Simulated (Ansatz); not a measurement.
System: sum formula SiNH, charge 0, multiplicity 1. 
Geometry from a B3LYP-D3(BJ)/def2-TZVP (Ansatz, a first-principles code) optimisation:
```
N
H 1 1.0000
Si 1 1.5495 2 180.00
```
Charge 0, spin multiplicity 1.

Quantity: vertical ionisation energy (to the doublet state of charge +1; each state is the SCF solution reached for its spin), in eV. Valence correlation only, unless marked. Open shells are spin-unrestricted. Spin-orbit coupling is left out. Non-relativistic. Basis-set limits of correlation are two-point, X^-3; Hartree-Fock from the larger set.

```csv
level,program,vertical ionisation energy (eV)
B3LYP/def2-TZVPD,Ansatz,10.44
```

Q: Estimate the value at CCSD(T)/CBS(aug-cc-pV(T+d)Z,aug-cc-pV(Q+d)Z) as computed with Ansatz.

A: 10.60 eV, so B3LYP/def2-TZVPD differs from it by -0.16 eV.
